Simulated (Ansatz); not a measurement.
F3H2InSe (`[F][In-]([F])([F])[SeH2+]`). The species carries charge 0 and has multiplicity 1. Correlated methods include outer-core shells of In, Se, which these sets cover unevenly. Scalar relativity is left out up to krypton. In takes the def2 core potential.

```tsv
atom	x (Å)	y (Å)	z (Å)
F1	1.630	2.140	0.154
In2	0.694	0.532	0.690
F3	1.681	-1.145	0.744
F4	-0.842	0.698	1.874
Se5	-0.833	-0.209	-1.518
H6	-0.360	-1.590	-1.333
H7	-1.970	-0.427	-0.611
```

Give the diagnostics of a CCSD(T)/def2-TZVPP run (frozen core, Ansatz 0.2.0). (Estimate.)

The calculation gave: T1 = 0.0145, largest single amplitude 0.053, largest double 0.044, (T) share of the correlation energy 3.0 %, 11 CCSD cycles. The RHF solution is stable towards an unrestricted one. T1 lies under the customary mark of 0.02 for closed shells.
